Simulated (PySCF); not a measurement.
Problem. What does the PBE0-D3(BJ)/def2-SVP structure of [CuCl4]2- (`[Cl][Cu-2]([Cl])([Cl])[Cl]`) [radical] look like in three dimensions? (Charge -2 and doublet state.)

Solution. 
```
atom  x, y, z in Å
Cl1   -0.664    2.097    0.698
Cu2    0.005   -0.007   -0.012
Cl3    0.345   -1.974    1.169
Cl4   -1.865   -0.585   -1.269
Cl5    2.196    0.475   -0.620
```

Orientation and origin are arbitrary. Atoms count from 1 in this order. Cu2 (copper bonded to 4 Cl) has angles from 99.2° to 131.9°.

Bonds between heavy atoms (Å): Cl1–Cu2 2.319, Cu2–Cl3 2.319, Cu2–Cl4 2.326, Cu2–Cl5 2.324.

Level of theory: PBE0-D3(BJ)/def2-SVP geometry optimisation, gas phase in PySCF.

No frequency check. ⟨S²⟩ = 0.752 (exact for a doublet: 0.75). Whether so highly charged an anion holds all its electrons in the gas phase wasn't checked; a finite basis holds them in any case. No counter-ion or solvent screens the charge of this multiply charged ion. The geometry's basis has no diffuse functions, a weakness for an anion.

Neither the SCF state along the optimisation nor the shape of the open-shell metal species was proved the lowest: other solutions of the same spin, or a structure of lower symmetry, can lie below.
